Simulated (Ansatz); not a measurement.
Born–Oppenheimer molecular dynamics of AlFH5NO (9 atoms, charge 0, multiplicity 1). It starts at the highest image of a converged band. Of that band: Neighbouring images differ by up to 1.4 eV, so the band resolves the path poorly. A vibrational analysis at the climbing image gives one clearly imaginary mode, 1689i cm⁻¹: a first-order saddle point.

Theory: RHF/def2-SVP in Ansatz.

```yaml
ensemble: NVE (velocity Verlet)
time_step: 0.5 fs
steps_asked: 200
starting_velocities_drawn_for: 300 K
seed: 8816
```

First frame:

```xyz
9
Properties=species:S:1:pos:R:3
Al -0.149 0.160 0.237
N 0.034 0.120 2.100
H -0.703 -0.226 2.692
H 0.924 -0.047 2.540
F 1.270 -0.011 -0.598
O -1.614 -0.418 -0.360
H -1.897 -0.592 -1.240
H -0.266 1.901 0.693
H -0.143 1.387 1.546
```

How far do the bonds stretch over the last three quarters of this one trajectory? (Pairs bonded in most of those frames.)


```tsv
bond	mean (Å)	spread (Å)	shortest	longest
Al1–F5	1.687	0.032	1.63	1.73
Al1–O6	1.731	0.057	1.62	1.81
Al1–H8	1.576	0.057	1.49	1.67
N2–H3	1.018	0.046	0.93	1.13
N2–H4	1.015	0.038	0.94	1.10
N2–H9	1.045	0.104	0.87	1.21
O6–H7	0.946	0.021	0.91	0.98
```

Mean temperature of the second half: 1217 K. The conserved energy stayed within 1.7 meV per atom of its start (net change 0.4 meV per atom), so the integration is sound. The kinetic energy rose, since the run started high on the potential surface and went downhill. A run of 0.1 ps of so small a system gives no equilibrium averages. The orbitals stay closed-shell, which can raise the energy where a bond breaks towards radicals; this wasn't checked here.

The run took 2.6 min on 1 thread of Intel(R) Xeon(R) 6975P-C (Granite Rapids) (shared host), peak memory 0.16 GiB.
